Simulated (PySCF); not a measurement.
C₈H₈F₂O.
Cartesian coordinates in Å at the GFN2-xTB level; atoms count from 1:
```xyz
19
C8H8F2O angstrom
C      3.4839   -0.4178   -0.2535
C      2.2703    0.1185   -0.1099
C      0.9720   -0.5485   -0.1354
C      0.0046    0.3694    0.0528
C     -1.4733    0.2057    0.1121
O     -1.8274   -1.1411   -0.0669
C     -3.2156   -1.3477   -0.0183
C      0.6400    1.6783    0.2064
F     -0.0641    2.7981    0.4086
C      1.9728    1.5365    0.1114
F      2.9220    2.4760    0.1945
H      4.3718    0.1911   -0.2128
H      3.6148   -1.4740   -0.4133
H      0.8339   -1.6008   -0.2804
H     -1.9388    0.8365   -0.6670
H     -1.8387    0.5766    1.0870
H     -3.6310   -1.0462    0.9518
H     -3.3755   -2.4136   -0.1655
H     -3.7313   -0.7878   -0.8091
```

NICS = −σ at a ghost point: NICS(0) at the centroid of the ring atoms, NICS(1) 1 Å to either side along the normal of their mean plane, zz for the tensor component along that normal. Level: GIAO PBE0/pcSseg-1 (PySCF, non-relativistic, gas phase) on the GFN2-xTB geometry, one conformer.

Ring bond lengths (Å), with Mayer bond orders in brackets: C2–C3 1.460 (1.02), C3–C4 1.347 (1.69), C4–C8 1.463 (1.06), C8–C10 1.344 (1.66), C10–C2 1.466 (1.05).

Q: Give the NICS values of each ring in ppm.

A: 
```csv
ring,type,NICS(0),"NICS(1), two faces","NICS(1)zz, two faces",rms pucker (Å),"centre to ring atoms, mean (Å)"
C2–C3–C4–C8–C10,"5-membered carbocycle; formal bonds 2 double, 3 single",-3.8,-3.0 / -3.0,0.5 / 0.5,0.00,1.20
```

Q: What can be read from them?

A: 
- C2–C3–C4–C8–C10: mean NICS(1)zz 0.5 ppm, near zero. That is too small in size for a clear verdict by the NICS criterion.

Q: And the bond-length index? HOMA takes Krygowski's 1993 parameters.

A: 
- C2–C3–C4–C8–C10: HOMA -0.06 = 1 − EN − GEO, with mean bond length 1.416 Å, EN = α(Ropt − mean)² = 0.199 and GEO = α × variance = 0.857. The geometric and the magnetic index point the same way.

Q: What field does 1 T along the ring normal induce along that normal at the second NICS(1) probe listed for ring C2–C3–C4–C8–C10, 1 Å off the ring?

A: NICSzz × B0 = 0.5 ppm × 1 T = 0 μT.

Time: 58 s. Hardware: an x86-64 server with one thread, on a shared host. This is the whole shielding run at PBE0/pcSseg-1, SCF included.
